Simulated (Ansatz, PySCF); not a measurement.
Gas-phase reaction in SMILES: FB(F)Br [bromo(difluoro)borane] -> F[B]Br + F atom (the B-F bond at the site shown breaks; other sites are not compared here)
Geometries: B3LYP-D3(BJ)/def2-TZVP minima from Ansatz (a program for electronic structure).

Quantity: bond dissociation energy (electronic energy difference), in kcal/mol. Cores are frozen in the correlated levels unless marked. UHF or UKS for open shells. No spin-orbit coupling. Frozen are the shells of the preceding noble gas and the d and f shells that filled before the atom's block. No relativistic terms. CBS marks a two-point X^-3 extrapolation of the correlation energy; Hartree-Fock from the larger set.

```csv
level,program,bond dissociation energy (kcal/mol)
revPBE/def2-TZVPD,Ansatz,160.7
PBE0-D3(BJ)/def2-TZVP,Ansatz + dftd3,165.1
PBE0/def2-TZVP,Ansatz,164.8
TPSSh-D4/def2-TZVPD,PySCF + dftd4,162.5
B2PLYP-D3(BJ)/def2-TZVPD,Ansatz + dftd3,167.1
"CCSD(T)/CBS(cc-pVTZ,cc-pVQZ)",Ansatz,[?]
```

### Question
Complete the blanks.

### Answer

- CCSD(T)/CBS(cc-pVTZ,cc-pVQZ), bond dissociation energy (kcal/mol): 170.5
